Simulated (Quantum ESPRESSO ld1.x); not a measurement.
Problem. Pt XXI, 58 electrons, occupied as [Xe] 4f1 5d1 6s2 (not the ground configuration). Calculated with ld1.x of Quantum ESPRESSO 7.5: scalar-relativistic Kohn-Sham, PBEsol, spin-unpolarised, spherical densities, point nucleus. Some entries of the table are withheld. Estimate them.

orbital  occ.  eigenvalue (eV)  <r^2> (bohr^2)  <1/r> (bohr^-1)
1s          2       -79120.129       0.0004061            93.99
2s          2       -14506.159        0.006211            22.01
2p          6              (1)        0.005213              (2)
3s          2        -3985.295         0.03990            8.175
3p          6        -3449.476         0.04085            7.478
3d         10        -2870.128             (3)            7.036
4s          2        -1371.195          0.1771            3.690
4p          6        -1184.726          0.1955            3.388
4d         10         -964.164          0.2063            3.121
4f          1         -730.611          0.1927            2.857
5s          2         -600.524          0.6436            1.853
5p          6         -530.539          0.7338            1.705
5d          1         -443.740          0.8537            1.547
6s          2         -331.351           1.861            1.074

Solution. 
(1) 2p eigenvalue (eV): -12666.519
(2) 2p <1/r> (bohr^-1): 19.65
(3) 3d <r^2> (bohr^2): 0.03382
